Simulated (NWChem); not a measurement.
# CdCl2; SMILES [Cl][Cd][Cl]

```xyz
3

Cd     0.0000     0.0000    -0.3276
Cl     2.2765     0.0000    -0.3274
Cl    -2.2765     0.0000    -0.3274
```
Atoms are numbered in this order, from 1.

Level: PBE0/def2-SVP with def2 effective core potentials on Cd (NWChem), optimised geometry, unscaled harmonic frequencies. def2 effective core potentials on Cd; no spin-orbit coupling.

List the harmonic frequencies with IR intensities, and the thermochemistry.


```csv
frequency (cm⁻¹),IR intensity (km/mol)
87,11.3
339,0.0
436,56.7
```

* **zero-point energy**: 1.2 kcal/mol
* **thermal correction to the enthalpy at 298.15 K (with zero-point energy)**: 4.5 kcal/mol
* **heat capacity Cv**: 10.9 cal/(mol K)
* **entropy at 298.15 K and 1 atm (symmetry number 2)**: 56.3 cal/(mol K)

Rigid rotor and harmonic oscillator; modes under 100 cm⁻¹ make the entropy uncertain.
